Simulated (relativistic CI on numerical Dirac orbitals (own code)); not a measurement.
# d5 in a ligand field

Computed with a parametric ligand-field model of a d^n configuration (Racah B and C, spin-orbit zeta, crystal field), exact diagonalisation.

Field parameters in Wybourne normalisation: D3d B²₀ = −7Dσ, B⁴₀ = −14Dq − 21Dτ, B⁴₃ = −14√(10/7) Dq; D4h B²₀ = −7Ds, B⁴₀ = 21(Dq − Dt), B⁴₄ = 21√(5/14) Dq; Oh B⁴₀ = 21Dq, B⁴₄ = √(5/14) B⁴₀; Td as Oh with Dq negative (B⁴₀ = 21Dq, B⁴₄ = √(5/14) B⁴₀). The field is a parameter set, without covalency.

Problem. A d5 ion in Oh symmetry has the ground term 2T2 and bands at 6A1 5619 cm⁻¹ (1780 nm), 4T1 7547 cm⁻¹ (1325 nm), 4T2 12404 cm⁻¹ (806 nm), 2A2 16534 cm⁻¹ (605 nm), 2T1 16782 cm⁻¹ (596 nm), 2T2 18375 cm⁻¹ (544 nm), 2E 19826 cm⁻¹ (504 nm). Which parameters reproduce them?

Solution. B = 670, C = 2540, ζ = 0 cm⁻¹, Oh, 10Dq = 19600 cm⁻¹.

Problem. Ground term and bands for B = 440, C = 1930, ζ = 0 cm⁻¹, Td, 10Dq = -9400 cm⁻¹?

Solution. Ground term 6A1 with 2.00 electrons in the two orbitals of the cubic e set. Spin-allowed: none. Lowest spin-forbidden: 2T2 5485 cm⁻¹ (1823 nm), 4T1 6204 cm⁻¹ (1612 nm), 4T2 9145 cm⁻¹ (1093 nm). A high-spin d5 ion has no spin-allowed d-d band, hence its pale colour.

Problem. Ground term and bands for B = 690, C = 3570, ζ = 0 cm⁻¹, D4h, 10Dq = 18300, Ds = 1200, Dt = 830 cm⁻¹?

Solution. Ground term 6A1 with 2.00 electrons in the two orbitals of the cubic e set. Spin-allowed: none. Lowest spin-forbidden: 4A2 9431 cm⁻¹ (1060 nm), 4E 12929 cm⁻¹ (773 nm), 2E 15692 cm⁻¹ (637 nm). A high-spin d5 ion has no spin-allowed d-d band, hence its pale colour.

Problem. Ground term and bands for B = 880, C = 3330, ζ = 0 cm⁻¹, D3d, 10Dq = 30000, Dσ = 1200, Dτ = -80 cm⁻¹?

Solution. Ground term 2E with 0.04 electrons in the two orbitals of the cubic e set. Spin-allowed: 2A1 1444 cm⁻¹, 2E 25878 cm⁻¹ (386 nm), 2A2 26037 cm⁻¹ (384 nm), 2A2 27125 cm⁻¹ (369 nm). Lowest spin-forbidden: 4E 13749 cm⁻¹ (727 nm), 4A2 14960 cm⁻¹ (668 nm), 6A1 15871 cm⁻¹ (630 nm).

Problem. Ground term and bands for B = 420, C = 1580, ζ = 0 cm⁻¹, Td, 10Dq = -1450 cm⁻¹?

Solution. Ground term 6A1 with 2.00 electrons in the two orbitals of the cubic e set. Spin-allowed: none. Lowest spin-forbidden: 4T1 11405 cm⁻¹ (877 nm), 4T2 11986 cm⁻¹ (834 nm), 4A1+E 12100 cm⁻¹ (826 nm). A high-spin d5 ion has no spin-allowed d-d band, hence its pale colour.
